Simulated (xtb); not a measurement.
O2Ti (SMILES [O]=[Ti]=[O]), singlet, from a rough starting geometry (GFN-xTB shapes and energies of metal compounds can be far from the true ones).

The xtb input:
```
$ xtb mol.xyz --gfn 2 --opt vtight --json

# file mol.xyz
3

Ti     0.03519271     0.00357761    -0.00912144
O      1.23146893     0.21318815    -1.07030039
O     -1.24091474    -0.22062553     1.04466074
```

### Question
What HOMO-LUMO gap does GFN2-xTB in xtb 6.7.1 give?

### Answer
1.72 eV

### Question
Estimate the total energy at the end of the optimisation that GFN2-xTB returns for this input.

### Answer
-9.6478 Eh

### Question
Predict the dipole moment from GFN2-xTB.

### Answer
8.42 D
